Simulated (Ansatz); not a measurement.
Relaxation of FH₇W (9 atoms, charge 0, multiplicity 1), to a largest force component of 0.03 eV/Å in at most 50 steps.

All numbers below come from RKS PBE/def2-SVP in Ansatz 0.2.0.

```xyz
9
Properties=species:S:1:pos:R:3:forces:R:3
W -0.523 -0.519 0.372 -1.11 -1.22 -0.18
H -0.044 -0.048 1.957 0.18 0.18 -0.08
H 1.099 -0.224 0.344 0.00 0.00 0.00
H -0.203 1.089 0.327 0.00 0.00 0.00
H -1.565 0.482 -0.522 0.00 -0.01 0.00
H 0.460 -1.575 -0.521 0.00 0.00 0.00
H 0.176 0.162 -0.964 0.00 0.00 0.00
F 1.550 1.772 0.677 1.27 1.54 -0.10
H 1.209 1.109 1.238 -0.34 -0.50 0.37
```

Where does it end, and by what steps?

The run converged. After 8 steps the energy has fallen by 0.397 eV; F8 moved furthest, 0.69 Å.

```
step  energy less start (eV)  largest force component (eV/Å)  accepted
   0                  0.0000                           1.545       yes
   1                 -0.2283                           1.049       yes
   2                 -0.3274                           1.123       yes
   3                 -0.2622                           2.420        no
   4                 -0.3606                           0.503       yes
   5                 -0.3770                           0.126       yes
   6                 -0.3823                           0.098       yes
   7                 -0.3955                           0.059       yes
   8                 -0.3966                           0.016       yes
```

```xyz
9
Properties=species:S:1:pos:R:3
W -0.559 -0.571 0.369
H 0.089 0.103 1.797
H 1.043 -0.177 0.194
H -0.202 1.038 0.183
H -1.704 0.331 -0.501
H 0.376 -1.702 -0.485
H -0.015 -0.027 -1.098
F 1.891 1.967 1.241
H 1.238 1.285 1.206
```

Time of the run: 19 s on 1 thread of AMD EPYC 7R43 64-Core Processor (Zen 3) (shared host), peak memory 0.16 GiB.
